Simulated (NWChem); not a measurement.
Species: GeO cation, doublet; SMILES of the neutral closed-shell parent [O]=[Ge]

```xyz
2

Ge     0.0000     0.0000     0.3478
O      0.0000     0.0000    -1.3143
```
Atoms are numbered in this order, from 1.

All runs use the structure optimised with PBE-D3(BJ)/def2-SVP, spin-unrestricted. The spin multiplicity was typed, not searched, and may not be the lowest. No stability test was run on the SCF state.

### Question
List the 4 lowest vertical excitations from PBE/def2-SVPD, spin-unrestricted, TDA (NWChem).

### Answer
```json
[
 {"state": "state 1", "energy (eV)": "0.42", "oscillator strength": "0.000", "<S²>": "0.76"},
 {"state": "state 2", "energy (eV)": "0.42", "oscillator strength": "0.000", "<S²>": "0.76"},
 {"state": "state 3", "energy (eV)": "4.23", "oscillator strength": "0.010", "<S²>": "2.19"},
 {"state": "state 4", "energy (eV)": "4.66", "oscillator strength": "0.019", "<S²>": "1.32"}
]
```
